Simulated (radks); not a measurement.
These are the eigenvalues of the occupied orbitals of an atom or ion with whole-number occupations (hartree). Method: scalar-relativistic Kohn-Sham, r2SCAN, spin-polarised, spherical densities, finite nucleus; meta-GGA in the generalised Kohn-Sham scheme; Fermi nuclear charge, rms radius of each element as measured or else 0.836 A^(1/3) + 0.57 fm; computed with a radial shooting solver on a logarithmic mesh with Libxc functionals.

| orbital | eigenvalue |
|---|---|
| 1s up | -1728.259 |
| 1s down | -1728.144 |
| 2s up | -381.9428 |
| 2s down | -381.8369 |
| 2p up | -355.7358 |
| 2p down | -355.6109 |
| 3s up | -157.0113 |

Which element is it, and in what charge state? The configuration may be excited. Open shells, if any, are filled with parallel spins first.

Answer. Z = 60, neodymium, charge +49: Nd49+ in [Ne] 3s1. The list shows which subshells hold electrons but not how many an open one holds; the 1s level, -1728.3 hartree, gives Z - s = 58.8 by -(Z - s)^2/2, which with screening and relativity narrows Z to a few neighbours, and the depths of the outer levels then fix element, charge and occupations together.
